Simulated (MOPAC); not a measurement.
MOPAC input (PM7):

```
PM7 FORCE THERMO(298,298) PRECISE LET GEO-OK AUX(PRECISION=9) THREADS=1
C5H12Se

C    -3.96160461 1    0.47099445 1   -0.13760693 1
C    -2.63126480 1    0.87732351 1    0.49536612 1
C    -1.46510481 1    0.09551178 1   -0.13266993 1
C    -0.15005749 1    0.50533749 1    0.50151455 1
Se    1.28859501 1   -0.53619350 1   -0.35334830 1
C     2.78692828 1    0.19714249 1    0.64615135 1
H    -4.79700789 1    1.02456281 1    0.30555310 1
H    -3.97065728 1    0.66943448 1   -1.21521973 1
H    -4.16351094 1   -0.59681574 1    0.00296148 1
H    -2.66063402 1    0.69881132 1    1.58674430 1
H    -2.46791403 1    1.96418936 1    0.36939800 1
H    -1.63710721 1   -0.99225127 1   -0.00788826 1
H    -1.44421891 1    0.27423029 1   -1.22629103 1
H    -0.11971508 1    0.29304692 1    1.57277829 1
H     0.07383663 1    1.56390900 1    0.35016229 1
H     2.67379319 1   -0.00962463 1    1.70259990 1
H     3.66903795 1   -0.30598283 1    0.26281976 1
H     2.86768980 1    1.26337972 1    0.47793205 1
```

Output:

```
 *******************************************************************************
 **                                                                           **
 **                              MOPAC v23.2.5                                **
 **                                                                           **
 *******************************************************************************
 ** MOPAC's Digital Object Identifier: https://doi.org/10.5281/zenodo.6511958 **
 **                                                                           **
 ** Please cite the open-source release paper for use of this MOPAC version:  **
 ** J. E. Moussa and J. J. P. Stewart (2026)                                  **
 ** MOPAC: An open-source semiempirical molecular orbital program             **
 ** J. Open Source Softw., 11(119), 8025, https://doi.org/10.21105/joss.08025 **
 *******************************************************************************

                              PM7 CALCULATION RESULTS

 *******************************************************************************
 *  PM7        - The PM7 Hamiltonian to be used
 *  GEO-OK     - OVERRIDE INTERATOMIC DISTANCE AND OTHER SAFETY CHECKS
 *  LET        - OVERRIDE SOME SAFETY CHECKS
 *  PRECISE    - TIGHTER CRITERIA TO BE USED
 *  FORCE      - FORCE CALCULATION SPECIFIED
 *  AUX        - OUTPUT AUXILIARY INFORMATION
 *  THERMO     - THERMODYNAMIC QUANTITIES TO BE CALCULATED
 *******************************************************************************
PM7 FORCE THERMO(298,298) PRECISE LET GEO-OK AUX(PRECISION=9) THREADS=1
 C5H12Se

   ATOM   CHEMICAL          X               Y               Z
  NUMBER   SYMBOL      (ANGSTROMS)     (ANGSTROMS)     (ANGSTROMS)

     1       C         -3.96160461  *   0.47099445  *  -0.13760693  *
     2       C         -2.63126480  *   0.87732351  *   0.49536612  *
     3       C         -1.46510481  *   0.09551178  *  -0.13266993  *
     4       C         -0.15005749  *   0.50533749  *   0.50151455  *
     5      Se          1.28859501  *  -0.53619350  *  -0.35334830  *
     6       C          2.78692828  *   0.19714249  *   0.64615135  *
     7       H         -4.79700789  *   1.02456281  *   0.30555310  *
     8       H         -3.97065728  *   0.66943448  *  -1.21521973  *
     9       H         -4.16351094  *  -0.59681574  *   0.00296148  *
    10       H         -2.66063402  *   0.69881132  *   1.58674430  *
    11       H         -2.46791403  *   1.96418936  *   0.36939800  *
    12       H         -1.63710721  *  -0.99225127  *  -0.00788826  *
    13       H         -1.44421891  *   0.27423029  *  -1.22629103  *
    14       H         -0.11971508  *   0.29304692  *   1.57277829  *
    15       H          0.07383663  *   1.56390900  *   0.35016229  *
    16       H          2.67379319  *  -0.00962463  *   1.70259990  *
    17       H          3.66903795  *  -0.30598283  *   0.26281976  *
    18       H          2.86768980  *   1.26337972  *   0.47793205  *

          CARTESIAN COORDINATES

    NO.       ATOM           X           Y           Z

     1         C         -3.9616      0.4710     -0.1376
     2         C         -2.6313      0.8773      0.4954
     3         C         -1.4651      0.0955     -0.1327
     4         C         -0.1501      0.5053      0.5015
     5        Se          1.2886     -0.5362     -0.3533
     6         C          2.7869      0.1971      0.6462
     7         H         -4.7970      1.0246      0.3056
[...]

 VIBRATION         45   25A'          ATOM PAIR      ENERGY CONTRIBUTION    RADIAL
 FREQUENCY          2741.56         C  2 -- H 11         +25.5% ( 49.7%)     96.9%
 TRANSITION DIPOLE   0.1701         C  2 -- H 10         +25.5% ( 49.7%)     96.9%
 TRAVEL (Ang.)       0.3438         C  4 -- H 15         +19.9% ( 43.9%)     96.4%
 REDUCED MASS        0.2081         C  4 -- H 14         +19.9% ( 43.9%)     96.4%
 EFFECTIVE MASS      1.2292
 FORCE CONSTANT      0.9216

 VIBRATION         46   26A'          ATOM PAIR      ENERGY CONTRIBUTION    RADIAL
 FREQUENCY          2754.68         C  3 -- H 13         +21.1% ( 45.1%)     95.4%
 TRANSITION DIPOLE   0.7240         C  3 -- H 12         +21.1% ( 45.1%)     95.4%
 TRAVEL (Ang.)       0.3811         C  2 -- H 11         +17.7% ( 41.4%)     95.7%
 REDUCED MASS        0.1685         C  2 -- H 10         +17.7% ( 41.4%)     95.7%
 EFFECTIVE MASS      1.2850
 FORCE CONSTANT      0.7534

 VIBRATION         47   27A'          ATOM PAIR      ENERGY CONTRIBUTION    RADIAL
 FREQUENCY          2768.85         C  6 -- H 18         +33.8% ( 55.7%)     97.5%
 TRANSITION DIPOLE   0.7812         C  6 -- H 16         +33.8% ( 55.7%)     97.5%
 TRAVEL (Ang.)       0.2737         C  6 -- H 17         +31.7% ( 53.9%)     97.0%
 REDUCED MASS        0.3251         C  4 -- H 15          +0.2% (  4.3%)     96.3%
 EFFECTIVE MASS      1.0987
 FORCE CONSTANT      1.4685

 VIBRATION         48   28A'          ATOM PAIR      ENERGY CONTRIBUTION    RADIAL
 FREQUENCY          2783.01         C  1 -- H  9         +32.8% ( 55.0%)     95.6%
 TRANSITION DIPOLE   0.3890         C  1 -- H  8         +32.8% ( 55.0%)     95.6%
 TRAVEL (Ang.)       0.2796         C  1 -- H  7         +31.3% ( 53.8%)     95.3%
 REDUCED MASS        0.3099         C  2 -- H 10          +1.2% ( 10.6%)     87.4%
 EFFECTIVE MASS      1.1466
 FORCE CONSTANT      1.4140

      SYMMETRY NUMBER FOR POINT-GROUP Cs  =  1

          SYSTEM IS A GROUND STATE

 C5H12Se

          MOLECULE IS NOT LINEAR

          THERE ARE 48 GENUINE VIBRATIONS IN THIS SYSTEM
          THIS THERMODYNAMICS CALCULATION IS LIMITED TO
          MOLECULES WHICH HAVE NO INTERNAL ROTATIONS

                    CALCULATED THERMODYNAMIC PROPERTIES
                                          *
   TEMP. (K)   PARTITION FUNCTION   H.O.F.    ENTHALPY  HEAT CAPACITY ENTROPY
                                   KCAL/MOL   CAL/MOLE    CAL/K/MOL  CAL/K/MOL

 298.00  VIB.     0.9674D+04                  4342.9133    25.6451    32.8104
         ROT.     0.4031D+06                   888.2803     2.9808    28.6296
         INT.     0.3900D+10                  5231.1936    28.6259    61.4400
         TRA.     0.1796D+28                  1480.4672     4.9680    40.9464
         TOT.                      -30.857    6711.6607    33.5939   102.3864

   *: NOTE: HEATS OF FORMATION ARE RELATIVE TO THE
            ELEMENTS IN THEIR STANDARD STATE AT 298K
              (=  Standard Enthalpy of Formation).

            Hvib:  Zero-point energy is not included.
                   frequencies of less than zero cm-1 are not included.
            Hrot = (3/2)RT
            Htra = (3/2)RT + pV = (5/2)RT

            Heat capacity is Cp, not Cv

          For more information, see: HTTP://OpenMOPAC.net/Manual/thermochemistry.html

           FORCE CONSTANT IN CARTESIAN COORDINATES (Millidynes/A)

    ATOM   CHEMICAL       X               Y               Z
   NUMBER   SYMBOL  FORCE CONSTANT  FORCE CONSTANT  FORCE CONSTANT

      1       C        6.925872        6.433017        6.366977
      2       C        7.196838        6.859269        6.530654
      3       C        7.199763        6.737289        6.516598
      4       C        6.766806        4.748018        6.030927
      5      Se        3.237270        3.080236        0.330929
      6       C        4.397316        6.067717        5.855953
      7       H        1.265423        3.604431        0.565764
      8       H        1.282718        1.323359        2.841572
      9       H        1.282728        1.323374        2.841547
     10       H        1.244314        1.643591        2.761527
     11       H        1.244324        1.643606        2.761503
     12       H        1.267573        1.624380        2.745288
     13       H        1.267563        1.624364        2.745312
     14       H        1.314769        1.229655        2.855379
     15       H        1.314780        1.229668        2.855355
     16       H        0.782434        1.477585        2.941731
     17       H        1.218743        3.390013        0.557105
     18       H        0.782441        1.477602        2.941707

 **********************
 *                    *
 * JOB ENDED NORMALLY *
 *                    *
 **********************

 == MOPAC DONE ==
```
